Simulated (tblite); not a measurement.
C6H7OS (charge -1).
Atom-mapped SMILES: `[CH3:1][CH2:2][c:3]1[cH:4][cH:5][c:6]([S-:7])[o:8]1` (hydrogens: H9, H10, H11 on C1; H12, H13 on C2; H14 on C4; H15 on C5)

The geometry is computed with GFN2-xTB (gas phase).

(1) List the bond lengths, angles and torsions at this level.

## Answers

(1) 
```tsv
bond	length (Å)	order
C1–C2	1.533	single
C2–C3	1.492	single
C3–C4	1.363	aromatic
C4–C5	1.410	aromatic
C5–C6	1.382	aromatic
C6–S7	1.686	single
C6–O8	1.369	aromatic
C3–O8	1.368	aromatic
C1–H9, C1–H10, C1–H11	1.089	single
C2–H12, C2–H13	1.094	single
C4–H14	1.077	single
C5–H15	1.073	single
```

Bonds in one row agree within 0.01 Å and their mean is given. Orders are formal, as drawn. A selection of angles:
```tsv
angle	degrees
C1–C2–C3	112.0
C2–C3–C4	132.2
C2–C3–O8	118.1
C4–C3–O8	109.7
C3–C4–C5	107.2
C4–C5–C6	106.6
C5–C6–S7	130.8
C5–C6–O8	109.0
S7–C6–O8	120.2
C3–O8–C6	107.5
```

Torsions: C1–C2–C3–C4 -95° (anticlinal). The mirror-image conformer, all signs reversed, is as good.

C6 (substituted aromatic carbon) is planar (angles 130.8°, 120.2° and 109.0°, sum 360.0°, 0.00 Å off the plane of its three neighbours). The 5 C–C bonds span 1.363 Å (C3–C4, aromatic) to 1.533 Å (C1–C2, drawn single), a spread of 0.170 Å. O8 (furan-type oxygen) is bent (angle 107.5°). C4 (aromatic CH carbon) is planar (angles 127.0°, 125.9° and 107.2°, sum 360.0°, 0.00 Å off the plane of its three neighbours). C3 (substituted aromatic carbon) is planar (angles 132.2°, 118.1° and 109.7°, sum 360.0°, 0.01 Å off the plane of its three neighbours). The 5-membered ring C3–C4–C5–C6–O8 has internal angles of 106.6° to 109.7° (sum 540°, against 540° for a flat polygon); it is planar, 0.00 Å rms from its mean plane, widest ring torsion 0°. C5 (aromatic CH carbon) is planar (angles 127.7°, 125.7° and 106.6°, sum 360.0°, 0.00 Å off the plane of its three neighbours).

Point group: C1 (no symmetry element, even within 0.4 Å). Its GFN2-xTB frequencies are all real (lowest 34 cm⁻¹). 3 starts were optimised and ended at 0.00, 0.01 and 0.02 kcal/mol (GFN2-xTB); the lowest of these is shown.
